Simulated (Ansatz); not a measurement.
Sn3F4⁺. Charge 1, multiplicity 2. Geometry r2SCAN-D4/def2-SVP; atoms count from 1.

```xyz
7

Sn   -1.310    0.157   -1.246
Sn    1.760    1.170    0.059
Sn   -0.421   -2.099    0.851
F     0.924    0.097   -1.539
F    -1.738   -0.431    0.825
F     1.073   -0.556    1.090
F    -0.287    1.663   -0.041
```

In the def2 sets Sn takes a core potential; there is no spin–orbit coupling. Another isomer (doublet) lies 0.12 eV lower at PBE0-D4/def2-TZVP; other spin states weren't run for this one.

Estimate the Mulliken populations from the PBE0/def2-TZVP orbitals of Ansatz.


```csv
atom,charge (e),spin (α − β)
Sn1,0.94,0.34
Sn2,1.20,0.00
Sn3,0.85,0.63
F4,-0.51,0.00
F5,-0.46,0.02
F6,-0.53,0.00
F7,-0.49,0.00
```
Mulliken values depend strongly on the basis.

Where does the spin sit?

Summed by element: Sn 0.98, F 0.02, of 1 unpaired in all. Largest on single atoms: Sn3 0.63, Sn1 0.34, F5 0.02.

And the Mayer bond orders between heavy atoms (over 0.3)?

Sn1–Sn3 0.54 (3.21 Å); Sn1–F4 0.32 (2.25 Å); Sn1–F5 0.37 (2.20 Å); Sn1–F7 0.38 (2.18 Å); Sn2–F4 0.47 (2.10 Å); Sn2–F6 0.40 (2.12 Å); Sn2–F7 0.46 (2.11 Å); Sn3–F5 0.45 (2.13 Å); Sn3–F6 0.36 (2.16 Å).
